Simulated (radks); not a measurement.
All-electron atom: Mo in [Kr] 4d5 5s1 (the NIST ground configuration).

Calculated with a radial shooting solver on a logarithmic mesh with Libxc functionals: scalar-relativistic Kohn-Sham, SCAN, spin-polarised, spherical densities, finite nucleus; open shells are filled with parallel spins first (spin-orbit coupling, left out, can overturn this in heavy ions); meta-GGA in the generalised Kohn-Sham scheme; Fermi nuclear charge, rms radius 4.4091 fm.

Energy parts (eV):
part                       energy
total                 -110197.455
kinetic                113624.828
electron-nucleus      -265585.841
Hartree                 45151.402
exchange-correlation    -3387.844

Orbitals (lengths in bohr, moments of r in powers of bohr; <r^-3> diverges for s and p1/2; r(max) is where P^2 peaks):
| orbital | occ. | eigenvalue (eV) | <r> | <r^-3> | r(max) |
|---|---|---|---|---|---|
| 1s up | 1 | -19864.87 | 0.03517 | - | 0.02287 |
| 1s down | 1 | -19864.86 | 0.03517 | - | 0.02287 |
| 2s up | 1 | -2818.473 | 0.1536 | - | 0.1294 |
| 2s down | 1 | -2817.892 | 0.1536 | - | 0.1294 |
| 2p up | 3 | -2516.383 | 0.1340 | 2552 | 0.1036 |
| 2p down | 3 | -2515.934 | 0.1340 | 2552 | 0.1036 |
| 3s up | 1 | -484.6575 | 0.4277 | - | 0.3830 |
| 3s down | 1 | -484.4031 | 0.4278 | - | 0.3831 |
| 3p up | 3 | -384.6832 | 0.4299 | 426.0 | 0.3769 |
| 3p down | 3 | -384.3645 | 0.4300 | 425.5 | 0.3770 |
| 3d up | 5 | -222.9821 | 0.4153 | 56.33 | 0.3232 |
| 3d down | 5 | -222.4126 | 0.4152 | 56.28 | 0.3235 |
| 4s up | 1 | -67.0878 | 1.115 | - | 0.9965 |
| 4s down | 1 | -63.7554 | 1.106 | - | 0.9866 |
| 4p up | 3 | -40.6007 | 1.244 | 58.31 | 1.078 |
| 4p down | 3 | -36.8394 | 1.229 | 60.72 | 1.066 |
| 4d up | 5 | -4.7911 | 1.965 | 3.564 | 1.381 |
| 5s up | 1 | -5.0088 | 3.424 | - | 2.876 |

The highest occupied level is 4d up at -4.791 eV. Spin moment in Bohr magnetons: 6. The density falls to 0.001 e/bohr^3 at r = 4.63 bohr. For comparison, the ionisation energy in NIST's Atomic Spectra Database is 7.092 eV (measured). In exact Kohn-Sham theory the highest level is minus the ionisation energy, but local and semilocal functionals leave it too shallow, through self-interaction and a potential that decays too fast; potentials with the right tail come closer. Summed over all electrons, <r^2> = 54.79 bohr^2, which gives a Langevin (diamagnetic) susceptibility term of -43.4 x 10^-6 cm^3/mol.
